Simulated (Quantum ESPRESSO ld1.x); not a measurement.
Task: The mean radii <r> (bohr) of the occupied orbitals of an atom or ion are listed with their occupations. Method: scalar-relativistic Kohn-Sham, exchange-only LDA, spin-polarised, spherical densities, point nucleus; computed with ld1.x of Quantum ESPRESSO 7.5.

| orbital | occ. | <r> |
|---|---|---|
| 1s up | 1 | 0.03043 |
| 1s down | 1 | 0.03043 |
| 2s up | 1 | 0.1318 |
| 2s down | 1 | 0.1318 |
| 2p up | 3 | 0.1149 |
| 2p down | 3 | 0.1149 |
| 3s up | 1 | 0.3590 |
| 3s down | 1 | 0.3590 |
| 3p up | 3 | 0.3576 |
| 3p down | 3 | 0.3576 |
| 3d up | 5 | 0.3350 |
| 3d down | 5 | 0.3350 |
| 4s up | 1 | 0.8757 |
| 4s down | 1 | 0.8753 |
| 4p up | 3 | 0.9527 |
| 4p down | 3 | 0.9526 |
| 4d up | 5 | 1.202 |
| 4d down | 4 | 1.206 |

Name the element and its charge. Open shells, if any, are filled with parallel spins first.

Result: Z = 48, cadmium, charge +3: Cd3+ in [Kr] 4d9. The 1s radius gives Z: for a bare nucleus <r> = (2 gamma + 1)/(2Z) with gamma = sqrt(1 - (Z/c)^2), 0.02993 bohr for Z = 48, and screening makes it slightly larger (0.03043 here). The occupations add up to 45, and the charge is Z minus that.
